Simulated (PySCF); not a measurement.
Computed structure and properties of [YbCl3(NH3)]−

System: [YbCl3(NH3)]− (singlet in the valence; each metal's 4f electrons, 14 of them, lie in its core potential, out of spins and levels); start: template (C3v). Method: PySCF 2.14.0, RKS PBE0, Yb lcecp-0-SVP with ECP60, Cl def2-SVP, N def2-SVP, H def2-SVP; non-relativistic Hamiltonian with scalar-relativistic core potentials where named; density fitting; no spin-orbit coupling.

Input of the relaxation:

```python
mol = gto.M(atom='''
Yb    -0.09583     0.09583    -0.09583
Cl     1.47067     1.66233     1.47067
Cl    -1.66233    -1.47067     1.47067
Cl     1.47067    -1.47067    -1.66233
N     -1.60703     1.60703    -1.60703
H     -2.22023     2.22023    -1.06993
H     -1.06993     2.22023    -2.22023
H     -2.22023     1.06993    -2.22023''',
    basis={'Yb': 'lcecp-0-SVP', 'Cl': 'def2-SVP', 'N': 'def2-SVP', 'H': 'def2-SVP'},
    ecp={'Yb': 'lcecp-0-SVP'},
    charge=-1, spin=0)
mf = dft.RKS(mol, xc='PBE0')
mf.grids.atom_grid = (50, 194)  # f atoms: unpruned, at least (60, 302)
mf = mf.density_fit()  # fitting sets: Yb AutoAux, Cl def2-universal-JKFIT, N def2-universal-JKFIT, H def2-universal-JKFIT
mf.conv_tol = 1e-08; mf.max_cycle = 55
mf.kernel(dm0)  # dm0: converged density of the start geometry
# quasi-Newton relaxation in Cartesian coordinates to a largest gradient under 0.00045 Eh/bohr, steps kept in the point group
```

Run from Python with OMP_NUM_THREADS=2; the lines above give its settings. Where DIIS fails, smearing, a level shift and second-order steps follow.
It took 65 s on 2 threads of Arm Neoverse V2, on a shared host, from the converged density of the start.

Course of the relaxation:

```tsv
step	energy above end (eV)	largest force component within the symmetry (eV/Å)
0	0.3455	0.699
1	0.2313	0.486
2	0.0906	0.177
3	0.0287	0.079
4	0.0149	0.104
5	0.0098	0.117
6	0.0031	0.088
7	0.0016	0.058
8	0.0004	0.019
9	0.0000	0.009
10	0.0000	0.003
```

Relaxed geometry (C3v):

```xyz
8

Yb    0.0547   -0.0547    0.0547
Cl    1.2248    2.0399    1.2248
Cl   -2.0399   -1.2248    1.2248
Cl    1.2248   -1.2248   -2.0399
N    -1.4407    1.4407   -1.4407
H    -2.0406    2.0406   -0.8766
H    -0.8766    2.0406   -2.0406
H    -2.0406    0.8766   -2.0406
```

```tsv
contact	Å
Yb1–Cl2 (Cl)	2.669
Yb1–Cl3 (Cl)	2.669
Yb1–Cl4 (Cl)	2.669
Yb1–N5 (NH3)	2.590
```

On the finer grid (75, 302):

```yaml
HOMO: not given (4f levels lie in the core)
LUMO: not given (4f levels lie in the core)
Dipole_about_the_centre_of_mass: 4.77 D
Set_of_Mulliken_populations_of_Yb1_outside_the_core_potential: s 2.28, p 6.42, d 0.93, f 0.01
D3_BJ_dispersion_energy_not_in_the_energies: -0.194 eV
```

| atom | Mulliken (e) | Löwdin (e) | spin (e) |
| --- | --- | --- | --- |
| Yb1 | 0.36 | -0.32 | 0.00 |
| Cl2 | -0.51 | -0.31 | 0.00 |
| Cl3 | -0.51 | -0.31 | 0.00 |
| Cl4 | -0.51 | -0.31 | 0.00 |
| N5 | -0.27 | -0.04 | 0.00 |
| H6 | 0.15 | 0.09 | 0.00 |
| H7 | 0.15 | 0.09 | 0.00 |
| H8 | 0.15 | 0.09 | 0.00 |

The 4f levels lie in the core potential and are missing.

On the grid (50, 194), as all that follows. Harmonic modes: a minimum within the noise of the softest modes; lowest 36 cm⁻¹ (negative: unstable), highest 3655 cm⁻¹, zero-point energy 1.078 eV.

Taking off one Cl (charge -1, singlet; the rest: singlet) in vacuum, both parts rigid, costs 3.80 eV; the small basis without counterpoise inflates it.

Rigid scan of Cl along the line from its metal:

```
distance to Cl2 (Å)  energy (eV)
               2.37        0.418
               2.47        0.161
               2.57        0.035
               2.67        0.000
               2.77        0.027
               2.87        0.097
               3.07        0.309
               3.37        0.696
               3.77        1.205
               4.27        1.750
```

Taking off one NH3 (charge 0, singlet; the rest: singlet) in vacuum, both parts rigid, costs 0.86 eV; the small basis without counterpoise inflates it.

Rigid scan of NH3 along the line from its metal:

distance to N5 (Å), energy (eV) and a bar:
```
     2.29      0.254 ###########
     2.39      0.097 ####
     2.49      0.021 #
     2.59      0.000 
     2.69      0.015 #
     2.79      0.053 ##
     2.99      0.163 #######
     3.29      0.342 ###############
     3.69      0.538 #######################
     4.19      0.700 ##############################
```

One start shape was tried, so this needn't be the lowest isomer.

An lcecp potential fixes the number of 4f electrons, so in runs with it no electron can move into or out of that shell.
